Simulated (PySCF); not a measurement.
NMR problem set

- NMR shieldings at PBE0/pcSseg-1/GIAO
- GFN2-xTB geometry
- run in PySCF
- fast rotation and ring inversion assumed for equivalent nuclei, non-relativistic Hamiltonian, no solvent model, single conformer

References, each an isolated molecule treated in the same way: TMS for $^{1}$H (31.72 ppm) and $^{13}$C (186.93 ppm). Where no couplings were computed, multiplicities follow the n + 1 count of equivalent neighbours, and m marks all less simple cases (inequivalent or close neighbours, rings, F or P nearby). Shifts are as computed. Against solution values, carbons near 30 ppm lie about +3 ppm off and those near 130 ppm about +5 ppm. Of 1211 compounds with measured shifts, 218 miss one by over three times the rms of a fit or turn the order of signals round; such compounds aren't used in these exercises.

Q: C3H11ClO2Si3. $^{1}$H NMR (400 MHz, computed): δ 5.58 (m, 1H), 5.26 (m, 1H), 5.13 (s, 3H), 5.11 (m, 1H), 4.54 (br s, 1H), 4.37 (br s, 1H), 1.93 (s, 3H). $^{13}$C{$^{1}$H} NMR (computed): δ 163.9 (C), 95.1 (CH2), 25.3 (CH3). What is it?

A: SMILES C=C(C)O[Si@H](O[SiH3])[SiH2]Cl. Rings plus π bonds: 1 (no ring in the answer). 3 carbon signals for 3 carbons: no two carbons are equivalent. Carbon types of the structure: 1 × C, 1 × CH2, 1 × CH3, leaving 6 H on heteroatoms. δC 163.9: alkene carbon bearing oxygen; an sp2 carbon further deshielded by the attached heteroatom. δC 95.1: β carbon of an enol-ether or enamine type C=C; the O or N lone pair pushes π density onto this β carbon and shields it. δC 25.3: allylic methyl carbon; aliphatic region, no heteroatom directly attached. δH 4.54, 4.37: hydrogen on a β carbon of an enol-ether or enamine type C=C; lone-pair donation from O or N shields it, upfield of ordinary alkene protons.

The shifts were computed for this structure.

Q: C3H11ClO2Si3. $^{1}$H NMR (400 MHz, computed): δ 5.81 (m, 1H), 5.39 (m, 1H), 5.14 (s, 3H), 1.58 (s, 3H), 1.48 (s, 3H). $^{13}$C{$^{1}$H} NMR (computed): δ 81.0, 32.1, 30.9. Identify the compound.

A: SMILES CC1(C)O[Si@@H](O[SiH3])[Si@@H]1Cl. Rings plus π bonds: 1 (1 ring in the answer). 3 carbon signals for 3 carbons: no two carbons are equivalent. Carbon types of the structure: 1 × C, 2 × CH3, leaving 5 H on heteroatoms. δC 81.0: fully substituted sp3 carbon bonded to O and Si; pulled downfield by the heteroatom. δC 32.1, 30.9: methyl carbon; aliphatic region, no heteroatom directly attached. δH 5.39: hydrogen on a silicon bonded to 2 O, Si, in a 4-membered ring. δH 1.58, 1.48: hydrogen on a methyl carbon.

This is the structure that produced the data.
